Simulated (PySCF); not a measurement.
Family: H-ended aluminium nitride flakes. Isolated molecules, 0 K electronic values unless said otherwise. Each species was relaxed from one start; no search for lower structures was made at this level. Strings in code marks are SMILES.

The dipole moment from two functionals at the same geometries (B3LYP-D3(BJ)/def2-SVP), both in PySCF: PBE-D3(BJ)/def2-SVP and CAM-B3LYP-D3(BJ)/def2-SVP. 

```json
[
 {"species": "aluminium nitride flake of 1 rings (benzene shape) `[NH]1[AlH][NH][AlH][NH][AlH]1`", "PBE-D3(BJ)/def2-SVP (D)": "0.00", "CAM-B3LYP-D3(BJ)/def2-SVP (D)": "0.00"},
 {"species": "aluminium nitride flake of 2 rings (naphthalene shape) `[NH]1[AlH][NH][Al]2[NH][AlH][NH][AlH][N]2[AlH]1`", "PBE-D3(BJ)/def2-SVP (D)": "1.44", "CAM-B3LYP-D3(BJ)/def2-SVP (D)": "1.39"},
 {"species": "aluminium nitride flake of 4 rings (pyrene shape) `[NH]1[AlH][N]2[AlH][NH][Al]3[NH][AlH][NH][Al]4[NH][AlH][N]([AlH]1)[Al]2[N]34`", "PBE-D3(BJ)/def2-SVP (D)": "1.65", "CAM-B3LYP-D3(BJ)/def2-SVP (D)": "1.59"}
]
```

Over these rows, drawn at random from the members with no instability flagged (it was tested for open shells, ions and some series alone), PBE minus CAM-B3LYP-D3(BJ): mean +0.04 D, from 0.00 D to +0.06 D.
